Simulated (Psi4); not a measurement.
Pair of molecules, SMILES C=O with SMILES CC#N (the first has 4 atoms); geometry from B3LYP-D3(BJ)/def2-TZVP, rigid monomers moved along the line of their centres of mass till O2···H10 is 2.81 Å.
(charge 0, multiplicity 1):
```xyz
10

C     -0.46931    -0.45528     0.16497
O      0.66486    -0.05572     0.13569
H     -0.71022    -1.52942     0.25604
H     -1.33383     0.22935     0.10211
C      1.20701     0.44239     3.72209
C     -0.15775    -0.04550     3.63678
N     -1.23456    -0.43410     3.52658
H      1.22731     1.42990     4.18325
H      1.81569    -0.23940     4.31617
H      1.62062     0.50772     2.71415
```

All values below come from SAPT0/jun-cc-pV(D+d)Z (Psi4 1.11).

Q: Give the four SAPT terms and the total, and say what mostly holds the pair together.

A: electrostatics -174.1, exchange 65.4, induction -24.4, dispersion -54.4, total -187.5 meV; the largest attraction is electrostatics.
